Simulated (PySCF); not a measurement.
# Ar⁺ (argon, charge +1) across methods

[Ne] 3s2 3p5, 2P determinant. All numbers are calculated (PySCF 2.14, the spin-free X2C one-electron Hamiltonian (Gaussian nucleus), in aug-cc-pVQZ-DK (7s6p4d3f2g, 84 functions)).

| method | E (hartree) | mean ε 3s β (eV) | mean ε 3p α (eV) | mean ε 3p β (eV) | Σ⟨r²⟩ (bohr²) | ⟨S²⟩ |
| --- | --- | --- | --- | --- | --- | --- |
| r2SCAN | -528.7537 | -36.611 | -23.209 | -21.980 | 20.00 | 0.755 |
| TPSS | -528.8086 | -36.313 | -22.811 | -21.727 | 20.02 | 0.753 |
| UHF | -528.09181 | -44.992 | -29.133 | -27.616 | 20.12 | 0.759 |
| wB97X | -528.7950 | -41.217 | -27.045 | -25.915 | 19.98 | 0.753 |
| BHandHLYP | -528.7994 | -40.950 | -26.189 | -24.985 | 20.09 | 0.754 |
| PBEsol | -527.8384 | -35.850 | -22.568 | -21.462 | 20.09 | 0.752 |
| LDA | -527.1504 | -35.999 | -22.671 | -21.585 | 20.13 | 0.751 |
| PBE0 | -528.6291 | -38.495 | -24.504 | -23.328 | 20.03 | 0.754 |
| PBE | -528.5896 | -35.915 | -22.622 | -21.534 | 20.08 | 0.753 |
